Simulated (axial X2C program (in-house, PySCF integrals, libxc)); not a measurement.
# Ω levels of ErI from open-shell CI on f12 s1

Computed with an axial X2C code built on PySCF integrals: two-component X2C with atomic mean-field Coulomb and Gaunt terms, basis Er dyall-v3z, I dyall-v3z (cores contracted in-house). Orbitals come from Hartree–Fock averaged over the configuration Er f12 s1; CI then distributes these electrons over the f, s shells of Er. The speed of light was multiplied by 100, so these are model numbers.

R = 3.065 Å (near the minimum of the configuration average).

Active spinors (ω > 0):

| shell | ω | ε (eV) | character |
| --- | --- | --- | --- |
| f | 5/2 | -14.99 | 100% Er f |
| f | 7/2 | -14.99 | 100% Er f |
| f | 3/2 | -14.95 | 100% Er f |
| f | 5/2 | -14.95 | 100% Er f |
| f | 1/2 | -14.92 | 100% Er f |
| f | 3/2 | -14.92 | 100% Er f |
| f | 1/2 | -14.91 | 100% Er f |
| s | 1/2 | -2.70 | 75% Er s, 22% Er p |

Lowest levels of this model:

```tsv
Ω	energy (cm⁻¹)	g∥	μ (D)	configuration
1/2	0	2.00	-5.13	100% f12 s1
3/2	0	6.01	-5.13	100% f12 s1
5/2	24	8.01	-5.13	100% f12 s1
3/2	24	4.00	-5.13	100% f12 s1
1/2	24	0.03	-5.13	100% f12 s1
1/2	24	3.98	-5.13	100% f12 s1
7/2	102	10.01	-5.13	100% f12 s1
5/2	103	6.00	-5.13	100% f12 s1
3/2	103	2.00	-5.13	100% f12 s1
1/2	103	2.01	-5.13	100% f12 s1
9/2	250	12.01	-5.13	100% f12 s1
7/2	250	8.00	-5.13	100% f12 s1
5/2	250	4.00	-5.13	100% f12 s1
3/2	250	0.01	-5.13	100% f12 s1
11/2	470	14.01	-5.13	100% f12 s1
9/2	471	10.00	-5.13	100% f12 s1
7/2	471	6.00	-5.13	100% f12 s1
5/2	471	1.99	-5.13	100% f12 s1
13/2	746	16.01	-5.12	100% f12 s1
11/2	747	12.00	-5.12	100% f12 s1
9/2	747	8.00	-5.12	100% f12 s1
7/2	747	3.99	-5.12	100% f12 s1
9/2	937	10.00	-5.13	100% f12 s1
11/2	1145	12.00	-5.12	100% f12 s1
```

g∥ is the magnitude of 2⟨Lz + ge Sz⟩ for the +Ω component. μ is positive if the I end is positive.

Question: From Ω and g∥ of the lowest level, whose 2⟨Lz + ge Sz⟩ is positive, find ⟨Sz⟩ and ⟨Lz⟩ (ge = 2.0023).

Answer: Ω = ⟨Lz⟩ + ⟨Sz⟩ = 1/2 and ⟨Lz⟩ + ge⟨Sz⟩ = 1.000, so ⟨Sz⟩ = 0.50 and ⟨Lz⟩ = 0.00.

Occupations of the active spinors in the lowest level by ω, shell by shell in order of energy: -7/2: 0.99; -5/2: 0.99 0.76; -3/2: 0.88 0.58; -1/2: 0.79 1.00 0.33; 1/2: 0.58 1.00 0.67; 3/2: 0.76 0.79; 5/2: 0.99 0.88; 7/2: 0.99. The leading determinant has weight 0.21 among 67.

This point took 2.7 s on 1 thread of Arm Neoverse V1 (shared host).

Dynamic correlation is missing, so gaps between terms are too wide and other configurations may lie lower; the lowest level listed is that of this model, not necessarily the ground state. At most 4 roots were kept for each Ω > 0 (twice that for Ω = 0) within 2.2 eV of the lowest, so higher up levels can be missing between those listed; levels with Ω > 0 are doubly degenerate and listed once, Ω = 0 levels singly.
